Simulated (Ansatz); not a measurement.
System: YOF, charge 0, multiplicity 1. SMILES: [F][Y]=[O]
Coordinates optimised at B3LYP-D3(BJ)/def2-TZVP (Ansatz, a program for electronic structure):
```
Y
O 1 1.8249
F 1 2.0403 2 114.77
```
Charge 0, spin multiplicity 1.

Wanted: vertical triplet-singlet gap, E(triplet) - E(singlet), in eV. Terms: no dispersion term unless named; LANL2DZ with its own core potentials from Na on; each state is the SCF solution reached for its charge and spin; UHF or UKS for open shells; def2 sets with scalar-relativistic core potentials past Kr; STO-3G and 3-21G all-electron and non-relativistic; six Cartesian d functions in 6-31G* and its kin unless marked 5d; spin-orbit terms left out; valence correlation only (noble-gas shells and the d and f shells of earlier blocks). First-principles rows: single points at B3LYP-D3(BJ) geometries (Ansatz). Levels can end on unlike triplets.

| level | program | vertical triplet-singlet gap, E(triplet) - E(singlet) (eV) |
|---|---|---|
| HF/6-31G* with LANL2DZ past Ar | Ansatz | 0.90 |
| PBE/6-31G* with LANL2DZ past Ar | Ansatz | 2.83 |
| B3LYP/STO-3G | Ansatz | 0.91 |
| B3LYP/3-21G | Ansatz | 2.38 |
| B3LYP/6-31G* with LANL2DZ past Ar | Ansatz | 2.63 |
| MP2/6-31G* with LANL2DZ past Ar | Ansatz | 3.31 |
| B3LYP/def2-TZVPD | Ansatz | 2.57 |
| wB97M-V/def2-TZVPD | Ansatz | 2.66 |
| wB97X-V/def2-TZVPD | Ansatz | 2.65 |

No value to compare with is used here. The 6 habitual levels span 0.90 (HF/6-31G* with LANL2DZ past Ar) to 3.31 eV (MP2/6-31G* with LANL2DZ past Ar); wB97X-V/def2-TZVPD gives 2.65.

The levels are drawn from those run, B3LYP/6-31G* more often than the rest, none by its result; left out are runs that failed, that the program found above a lower state of the same kind, or whose <S^2> lies over 0.5 above the pure value.
